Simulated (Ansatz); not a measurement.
H₉GeNSi₂ (SMILES N[SiH2][SiH2][GeH3]), singlet, at a GFN2-xTB geometry; SC-NEVPT2/STO-3G, CASSCF(6,4) run with Ansatz (a first-principles code).

Input for Ansatz:
Ansatz 0.2 input:
```yaml
crystal:
  periodic: [false, false, false]
  atoms:
    - {symbol: Si, position_ang: [2.14746191, -0.00132498, 0.64145581]}
    - {symbol: N, position_ang: [2.03981433, 1.15343734, -0.63420832]}
    - {symbol: Si, position_ang: [0.11959726, -1.11355478, 0.58370011]}
    - {symbol: Ge, position_ang: [-1.55056113, 0.19922193, -0.40900263]}
    - {symbol: H, position_ang: [3.32744484, -0.79741645, 0.29224337]}
    - {symbol: H, position_ang: [2.42903074, 0.58907839, 1.96682274]}
    - {symbol: H, position_ang: [1.20297190, 1.70719252, -0.73503168]}
    - {symbol: H, position_ang: [2.84385591, 1.71130915, -0.87233937]}
    - {symbol: H, position_ang: [0.16008968, -2.38955760, -0.14223330]}
    - {symbol: H, position_ang: [-0.35620251, -1.47079575, 1.92839906]}
    - {symbol: H, position_ang: [-2.98151472, -0.25224482, -0.31443008]}
    - {symbol: H, position_ang: [-1.39118221, 0.45675117, -1.88266922]}
    - {symbol: H, position_ang: [-1.63406647, 1.60483698, 0.13459819]}
basis:
  gaussian:
    orbitals: STO-3G
magnetization: {spin_polarized: false}
correlation: {method: sc_nevpt2, electrons: all, active_space: {window: {electrons: 6, orbitals: 4}}}
```

The log (banner, timings and long lists left out):

```
Functional definition: HF
567 factors; integrals over basis functions are off by at most 3.6e-5 eV
mean field evaluation 1: about -72979.4207 eV, gradient 1.8e1 eV
mean field evaluation 2: about -72979.4687 eV, gradient 1.8e1 eV
mean field evaluation 4: about -72980.6864 eV, gradient 1.1e0 eV
mean field evaluation 8: about -72980.6940 eV, gradient 1.6e-6 eV
mean field -72980.69401029 eV, -2681.9910367869 hartree, gradient 9.8e-7 eV, S^2 0.000000; 0 other end points of the search recorded, 0 dependent functions left out
reference -72980.69401029 eV, -2681.9910367869 hartree; 38, 38 occupied and 12, 12 virtual orbitals, 567 factors
state -72981.13356626 eV, -2682.0071901709 hartree
state -72981.13356626 eV, -2682.0071901709 hartree; corrected -72985.24679282 eV, -2682.1583484589 hartree
state -72980.97972768 eV, -2682.0015367073 hartree
state -72980.97972768 eV, -2682.0015367073 hartree; corrected -72985.16534924 eV, -2682.1553554627 hartree
state -72981.13356626 eV, -2682.0071901709 hartree; corrected -72985.24679282 eV, -2682.1583484589 hartree
Total energy: -72985.24679282 eV, -2682.1583484589 hartree
```
